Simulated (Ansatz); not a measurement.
CH₃F₃OSi (`OC(F)[SiH](F)F`). Total charge 0; spin multiplicity 1. The structure was optimised at the PBE0-D4/def2-TZVP level. It is one conformer, not always the lowest.

```xyz
9

O    -1.606   -0.240   -0.161
C    -0.290   -0.631   -0.249
F     0.047   -0.912   -1.574
Si    0.782    0.821    0.329
F     0.536    1.032    1.881
F     2.301    0.415    0.139
H    -2.186   -1.000   -0.278
H    -0.094   -1.559    0.306
H     0.510    2.074   -0.393
```

(1) What is the dipole moment at r2SCAN/def2-TZVPP? (An estimate is asked.)

(2) And with PBE, B3LYP, ωB97M-V? (An estimate is asked.)

(3) Give the Mulliken charges with r2SCAN, PBE, B3LYP in def2-TZVPP. (Estimate.)

Answers

(1) The calculation gave: 1.96 D, with components (-1.56, -1.15, 0.25) D in this frame, pointing from negative to positive charge.

(2) The calculation gave: PBE 1.95 D, B3LYP 1.95 D, ωB97M-V 1.94 D.

(3) Computed: 
| atom | r2SCAN | PBE | B3LYP |
| --- | --- | --- | --- |
| O1 | -0.31 | -0.26 | -0.30 |
| C2 | 0.17 | 0.09 | 0.14 |
| F3 | -0.23 | -0.19 | -0.24 |
| Si4 | 0.81 | 0.70 | 0.80 |
| F5 | -0.31 | -0.27 | -0.31 |
| F6 | -0.31 | -0.27 | -0.31 |
| H7 | 0.21 | 0.19 | 0.19 |
| H8 | 0.05 | 0.07 | 0.09 |
| H9 | -0.08 | -0.08 | -0.08 |

B3LYP here is the variant with VWN-RPA as its local correlation; programs differ in this.
